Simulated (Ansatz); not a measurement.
```yaml
crystal:
  periodic: [false, false, false]
  atoms:
    - {symbol: F, position_ang: [-0.514133, -1.018404, 0.560955]}
    - {symbol: Nb, position_ang: [0.016829, -0.025856, -0.021372]}
    - {symbol: F, position_ang: [0.947486, -0.476986, 0.427543]}
    - {symbol: F, position_ang: [-0.458200, -0.344483, -0.958752]}
    - {symbol: F, position_ang: [0.649699, 0.774958, -0.732752]}
    - {symbol: Cl, position_ang: [-0.719158, 1.107625, 0.780643]}
basis:
  gaussian: {orbitals: x2c-TZVPPall}
hamiltonian: {xc: {name: SVWN5}}
output: {forces: true}
```

```sh
$ ansatz run in.yaml --threads 4 --pin off --events-out ev --progress --plain --max-ram 10444MiB
```

It prints (some lines left out):

```
Functional definition: SVWN5
1453 factors; their error is unknown
mean field evaluation 1: about -126999.5249 eV, gradient 1.4e2 eV
mean field evaluation 2: about -126688.6368 eV, gradient 4.0e2 eV
mean field evaluation 4: about -127023.8105 eV, gradient 2.7e1 eV
mean field evaluation 8: about -127024.5870 eV, gradient 5.2e-1 eV
mean field evaluation 16: about -127024.5715 eV, gradient 1.7e-3 eV
mean field -127024.57154702 eV, -4668.0669040062 hartree, gradient 8.0e-6 eV, S^2 0.000000; 3 other end points of the search recorded, 0 dependent functions left out
reference -127024.57158783 eV, -4668.0669055056 hartree; 47, 47 occupied and 198, 198 virtual orbitals, 1453 factors
Total energy: -127024.57158783 eV, -4668.0669055056 hartree
Relativity: scalar
Atom 0 at    -0.514133    -1.018404     0.560955 Å, force   -44.667109   -86.273316    43.767065 eV/Å
Atom 1 at     0.016829    -0.025856    -0.021372 Å, force   -44.416417    86.742855    81.189884 eV/Å
Atom 2 at     0.947486    -0.476986     0.427543 Å, force   142.529052   -60.813089    70.141890 eV/Å
Atom 3 at    -0.458200    -0.344483    -0.958752 Å, force   -87.504264   -52.270185  -159.247821 eV/Å
Atom 4 at     0.649699     0.774958    -0.732752 Å, force    63.072446    68.947901   -67.365110 eV/Å
Atom 5 at    -0.719158     1.107625     0.780643 Å, force   -29.013708    43.665834    31.514092 eV/Å
Dipole moment:     0.564466    -0.821947    -0.699715 e Å
```

In this input the geometry is squeezed to about two thirds of its size. The calculation finished and met its thresholds. The result belongs to that input, not to the molecule as meant.
